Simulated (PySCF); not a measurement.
Which level of theory gave which numbers?

Species: C₅H₆F₂.
Structure used (PBE0-D3(BJ)/def2-SVP), in Å, numbered top down from 1:
```xyz
13
C5H6F2 angstrom
C      1.4922    0.7415    0.1469
C      0.8053   -0.3546    0.4961
C     -0.6498   -0.5043    0.5260
C     -1.2392   -1.6211    0.9772
C     -1.4915    0.6179   -0.0242
F     -2.8085    0.3393    0.0651
F     -1.2718    1.7635    0.6665
H      1.0006    1.6767   -0.1300
H      2.5847    0.7368    0.1502
H      1.3606   -1.2507    0.7946
H     -0.6410   -2.4538    1.3558
H     -2.3251   -1.7254    0.9798
H     -1.2559    0.8172   -1.0858
```

The closed-shell ground state was solved 6 times with PySCF (density fitting, gas phase), always in the pcJ-1 basis (249 functions), with these functionals: B3LYP, BHandHLYP, CAM-B3LYP, HF, LDA and PBE0.

```json
{"row": "P", "total energy (Eh)": "-391.6581", "HOMO (eV)": "-9.27", "LUMO (eV)": "2.52", "dipole (D)": "2.35"}
{"row": "Q", "total energy (Eh)": "-390.7377", "HOMO (eV)": "-6.43", "LUMO (eV)": "-2.46", "dipole (D)": "1.96"}
{"row": "R", "total energy (Eh)": "-393.7987", "HOMO (eV)": "-6.99", "LUMO (eV)": "-1.47", "dipole (D)": "2.03"}
{"row": "S", "total energy (Eh)": "-393.5895", "HOMO (eV)": "-8.05", "LUMO (eV)": "-0.19", "dipole (D)": "2.20"}
{"row": "T", "total energy (Eh)": "-393.3637", "HOMO (eV)": "-7.22", "LUMO (eV)": "-1.28", "dipole (D)": "2.04"}
{"row": "U", "total energy (Eh)": "-393.6373", "HOMO (eV)": "-8.45", "LUMO (eV)": "-0.14", "dipole (D)": "2.08"}
```

Question: Which functional belongs to which row?

Answer: P = HF, Q = LDA, R = B3LYP, S = BHandHLYP, T = PBE0, U = CAM-B3LYP. By rising HOMO–LUMO gap: LDA (LDA) 3.97 eV; B3LYP (global hybrid, 20 % exact exchange) 5.52 eV; PBE0 (global hybrid, 25 % exact exchange) 5.94 eV; BHandHLYP (global hybrid, 50 % exact exchange) 7.86 eV; CAM-B3LYP (range-separated hybrid) 8.31 eV; HF (all exact exchange) 11.79 eV. Total energies of different functionals aren't bounds to one another; each is stationary for its own functional.

One conformer stands for the species.
